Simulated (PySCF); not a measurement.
Input file for PySCF: R-B3LYP/6-31G* on CH2O (SMILES C=O) with ghost functions, monomers drawn apart or pushed together.

```python
from pyscf import gto, scf, dft, mp
from pyscf.data.elements import chemcore

mol = gto.M(
    atom='''
    C    -0.05060852    0.47689935    3.92851371
    O     0.51605128   -0.52971924    3.59419054
    H    -0.21463501    0.71627706    4.99484645
    H    -0.42874008    1.20073903    3.18501204
    ghost-C    0.43440576   -0.15437601   -0.13975507
    ghost-O   -0.14454213    0.89753345   -0.22196946
    ghost-H   -0.10029360   -1.12086560   -0.13961675
    ghost-H    1.53564523   -0.21590842   -0.08094594
    ''',
    basis='6-31g*',
    cart=True,
    charge=0, spin=0, verbose=3, max_memory=1800)
mf = dft.RKS(mol, xc='b3lyp')
mf.conv_tol = 1e-8
mf.max_cycle = 100
mf.kernel()
if not mf.converged:
    mf = mf.newton().run(mf.mo_coeff, mf.mo_occ)
```

The log:

```
converged SCF energy = -114.500682600885
```

The calculation finished and met its thresholds.

Cost: around 2.4 core-seconds (rough).
